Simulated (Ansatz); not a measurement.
Ansatz (a program for electronic structure) job for B(H)(NCO)2 (C2HBN2O2), SMILES N(=C=O)BN=C=O, PBE/def2-SVPD. Geometry optimised at TPSSh-D3(BJ)/def2-SVP. This is a generated structure with no PubChem entry under its InChIKey; it may be hypothetical. Other conformers were not sampled.

Ansatz 0.2 input:
```yaml
crystal:
  periodic: [false, false, false]
  atoms:
    - {symbol: B, position_ang: [-0.00000000, -0.00000000, -0.80891051]}
    - {symbol: H, position_ang: [0.00000000, 0.00000000, -2.01251428]}
    - {symbol: N, position_ang: [0.00000000, 1.22425099, -0.08733854]}
    - {symbol: C, position_ang: [0.00000000, 2.41322471, 0.11099398]}
    - {symbol: O, position_ang: [-0.00000000, 3.55514536, 0.37174242]}
    - {symbol: N, position_ang: [-0.00000000, -1.22425099, -0.08733854]}
    - {symbol: C, position_ang: [0.00000000, -2.41322471, 0.11099398]}
    - {symbol: O, position_ang: [-0.00000000, -3.55514536, 0.37174242]}
basis:
  gaussian:
    orbitals: def2-SVPD
hamiltonian:
  xc: {name: PBE}
```

Program output:

```
WARN ansatz: RAYON_NUM_THREADS=1 ignored (pool sized by the plan → 1); use --threads N
Functional definition: PBE
integrals: 0.08 GiB planned
1281 factors; their error is unknown
mean field: 0.54 GiB planned
mean field evaluation 1: about -9813.7280 eV, gradient 7.9e1 eV
mean field evaluation 2: about -9788.1100 eV, gradient 1.4e2 eV
mean field evaluation 4: about -9825.0692 eV, gradient 5.9e0 eV
mean field evaluation 8: about -9825.1547 eV, gradient 2.2e-2 eV
mean field evaluation 16: about -9825.0928 eV, gradient 1.1e-4 eV
mean field -9825.09283523 eV, -361.0655020074 hartree, gradient 1.6e-5 eV, S^2 0.000000; 0 other end points of the search recorded, 0 dependent functions left out
reference -9825.09289508 eV, -361.0655042071 hartree; 24, 24 occupied and 130, 130 virtual orbitals, 1281 factors
Total energy: -9825.09289508 eV, -361.0655042071 hartree
```

Self-consistency was reached.
